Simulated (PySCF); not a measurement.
Isomers of C3H12Si3, mass 132.025 u with the commonest isotopes. Method: PBE0-D3(BJ)/def2-SVP geometry optimisation, gas phase (PySCF 2.14.0). One conformer each, none proved a minimum here; rigid rotors.

Question: Order these by radius of gyration √(Σ m r²/M), smallest first.
A. `[CH2:1]=[CH:2][SiH2:3][CH:4]([SiH3:5])[SiH3:6]` with C1–C2–Si3–C4 119°, C2–Si3–C4–Si5 174°
B. `C=CC([SiH3])([SiH3])[SiH3]`
C. `[CH2:1]1[SiH2:2][CH2:3][SiH2:4][CH2:5][SiH2:6]1` with Si6–C1–Si2–C3 55°, C1–Si2–C3–Si4 -54°, Si2–C3–Si4–C5 55°, C3–Si4–C5–Si6 -55°

Answer: C (1.929 Å), B (1.952 Å), A (2.212 Å).

Question: Order these by out-of-plane moment Σ m c² = (Ia + Ib − Ic)/2, smallest first.
A. `[CH2:1]1[SiH2:2][CH2:3][SiH2:4][CH2:5][SiH2:6]1` with Si6–C1–Si2–C3 55°, C1–Si2–C3–Si4 -54°, Si2–C3–Si4–C5 55°, C3–Si4–C5–Si6 -55°
B. `C=CC([SiH3])([SiH3])[SiH3]`
C. `[CH2:1]=[CH:2][SiH2:3][CH:4]([SiH3:5])[SiH3:6]` with C1–C2–Si3–C4 119°, C2–Si3–C4–Si5 174°

Answer: C (22.81 u·Å²), A (23.58 u·Å²), B (141.47 u·Å²).

Question: Order these by rotational constant B, largest first.
A. `[CH2:1]1[SiH2:2][CH2:3][SiH2:4][CH2:5][SiH2:6]1` with Si6–C1–Si2–C3 55°, C1–Si2–C3–Si4 -54°, Si2–C3–Si4–C5 55°, C3–Si4–C5–Si6 -55°
B. `[CH2:1]=[CH:2][SiH2:3][CH:4]([SiH3:5])[SiH3:6]` with C1–C2–Si3–C4 119°, C2–Si3–C4–Si5 174°
C. `[SiH3:1][SiH:2]([SiH3:3])[CH:4]1[CH2:5][CH2:6]1` with Si1–Si2–C4–C5 84°
D. `[SiH3]C([SiH3])(C=C)[SiH3]`

Answer: A (1960 MHz), D (1478 MHz), C (1301 MHz), B (1057 MHz).

```csv
SMILES,point group,Ia (u·Å²),Ib (u·Å²),Ic (u·Å²),κ,μa (D),μb (D),μc (D)
C=CC([SiH3])([SiH3])[SiH3],Cs,302.62,341.94,361.62,-0.41,0.25,0.00,0.43
C=C[SiH2]C([SiH3])[SiH3],C1,190.78,477.98,623.15,-0.73,0.89,0.19,0.80
C1[SiH2]C[SiH2]C[SiH2]1,C3v,257.28,257.81,467.94,0.99,0.00,0.00,1.23
[SiH3][SiH]([SiH3])C1CC1,Cs,285.69,388.60,627.24,0.03,1.18,0.00,0.25
```
